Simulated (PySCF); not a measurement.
**Rhodium: a sound run and one with changed settings**

Sound run: Rh⁺ [Kr] 4d8, Rh²⁺ [Kr] 4d7. All numbers are calculated (PySCF 2.14, scalar relativity through the core potential, in def2-SVP with the def2 core potential (28 electrons) (5s3p2d1f, 31 functions)). In the sound run the correlated levels freeze 4s2 4p6 outside the core potential. The sound run starts from symmetry-adapted Hartree-Fock orbitals and uses a fine grid where one is needed.

Changed run: initial guess atom, at most 50 SCF cycles.

| species | method | sound run (hartree) | changed run (hartree) | converged |
| --- | --- | --- | --- | --- |
| Rh⁺ | UHF | -109.48512 | -109.48512 | yes |
| Rh⁺ | r2SCAN | -110.20921 | -110.20921 | yes |
| Rh⁺ | MN15 | -109.94700 | -109.94700 | yes |
| Rh⁺ | MP2 | -109.60731 | -109.60731 | yes |
| Rh²⁺ | UHF | -108.88738 | -108.83423 | yes |
| Rh²⁺ | r2SCAN | -109.54047 | -109.54047 | yes |
| Rh²⁺ | MN15 | -109.25985 | -109.26186 | yes |
| Rh²⁺ | MP2 | -108.97300 | -108.92652 | yes |

Ionisation energy of Rh⁺:

| method | sound run (eV) | changed run (eV) |
| --- | --- | --- |
| UHF | 16.266 | 17.712 |
| r2SCAN | 18.197 | 18.197 |
| MN15 | 18.698 | 18.643 |
| MP2 | 17.260 | 18.525 |
| SCS-MP2 | 17.256 | 18.589 |

The plain start fixes occupations by D2h representation alone, and Rh²⁺ at UHF, Rh²⁺ at MN15 landed in another state (other ⟨L²⟩ or ⟨S²⟩). 

For comparison, NIST gives 18.08 eV between the lowest levels.
